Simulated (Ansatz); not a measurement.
Species: fluoro(dimethoxy)borane, C2H6BFO2, net charge 0, singlet state. 
Structure (B3LYP-D3(BJ)/def2-TZVP (Ansatz, a quantum-chemistry and plane-wave program) minimum search):
```xyz
12

B     -0.0055     0.0056     0.0167
F      0.3997    -0.4058    -1.2047
O     -1.2970    -0.1195     0.3934
C     -2.3001    -0.6824    -0.4436
O      0.8722     0.5506     0.8874
C      2.2514     0.7320     0.5899
H     -2.7085    -1.5676     0.0453
H     -1.9053    -0.9601    -1.4213
H     -3.0979     0.0500    -0.5707
H      2.4792     1.7983     0.6154
H      2.5124     0.3307    -0.3898
H      2.8406     0.2271     1.3560
```
Charge 0, spin multiplicity 1.

Total electronic energies in hartree. Cores are frozen in the correlated levels unless marked. Spin-orbit coupling is left out. Non-relativistic. CBS(X,Y): correlation extrapolated as X^-3; Hartree-Fock from the larger set. [CCSD(T)-MP2]/basis is that difference in the basis named.

```json
[
 {"level": "HF/aug-cc-pVDZ", "program": "Ansatz", "energy (Eh)": "-353.27171"},
 {"level": "HF/cc-pVQZ", "program": "Ansatz", "energy (Eh)": "-353.39732"},
 {"level": "BLYP-D3(BJ)/def2-TZVPD", "program": "Ansatz + dftd3", "energy (Eh)": "-355.18694"},
 {"level": "B3LYP/def2-TZVPD", "program": "Ansatz", "energy (Eh)": "-355.27196"},
 {"level": "PBE0/STO-3G", "program": "Ansatz", "energy (Eh)": "-349.98203"},
 {"level": "HSE06-D3(BJ)/def2-TZVPD", "program": "Ansatz + dftd3", "energy (Eh)": "-354.85664"},
 {"level": "B2GP-PLYP/def2-TZVPD", "program": "Ansatz", "energy (Eh)": "-354.94815"},
 {"level": "B2PLYP-D3(BJ)/def2-TZVPD", "program": "Ansatz + dftd3", "energy (Eh)": "-355.01644"},
 {"level": "RPA@PBE/cc-pVQZ", "program": "Ansatz", "energy (Eh)": "-355.31890"},
 {"level": "MP2/STO-3G", "program": "Ansatz", "energy (Eh)": "-348.80262"},
 {"level": "MP2/6-31G", "program": "Ansatz", "energy (Eh)": "-353.67579"},
 {"level": "MP2/6-31G*", "program": "Ansatz", "energy (Eh)": "-354.08495"},
 {"level": "MP2/aug-cc-pVTZ", "program": "Ansatz", "energy (Eh)": "-354.55939"},
 {"level": "MP2/cc-pwCVTZ", "program": "Ansatz", "energy (Eh)": "-354.55775"},
 {"level": "RI-MP2/cc-pVQZ", "program": "Ansatz", "energy (Eh)": "-354.64818"},
 {"level": "SCS-MP2/aug-cc-pVTZ", "program": "Ansatz", "energy (Eh)": "-354.54516"},
 {"level": "CCSD/6-31G", "program": "Ansatz", "energy (Eh)": "-353.70857"},
 {"level": "CCSD/aug-cc-pVTZ", "program": "Ansatz", "energy (Eh)": "-354.58825"},
 {"level": "CCSD(T)/aug-cc-pVDZ", "program": "Ansatz", "energy (Eh)": "-354.31107"},
 {"level": "CCSD(T)/cc-pVQZ", "program": "Ansatz", "energy (Eh)": "-354.71619"},
 {"level": "RI-MP2/CBS(aug-cc-pVTZ,aug-cc-pVQZ)+[CCSD(T)-MP2]/aug-cc-pVDZ", "program": "Ansatz", "energy (Eh)": "-354.7883"},
 {"level": "RI-MP2/CBS(aug-cc-pVTZ,aug-cc-pVQZ)+[CCSD(T)-MP2]/aug-cc-pVTZ", "program": "Ansatz", "energy (Eh)": "-354.7903"},
 {"level": "CCSD(T)/CBS(cc-pVTZ,cc-pVQZ)", "program": "Ansatz", "energy (Eh)": "-354.7776"}
]
```

Totals of different functionals don't rank their quality; only differences between species are comparable.
